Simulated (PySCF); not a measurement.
GaH₄N, SMILES [NH2][GaH2]. Coordinates come from a B3LYP-D3(BJ)/def2-TZVP optimisation.

Computed equilibrium geometry at B3LYP-D3(BJ)/def2-TZVP (PySCF confirms it by a frequency run) as Cartesian coordinates in Å, and its point group:
point group C2v.
```xyz
6

Ga     0.0000     0.0000    -0.3844
H      0.0000    -1.3971    -1.0821
H      0.0000     1.3971    -1.0821
N      0.0000     0.0000     1.4393
H      0.0000    -0.8342     2.0030
H      0.0000     0.8342     2.0030
```
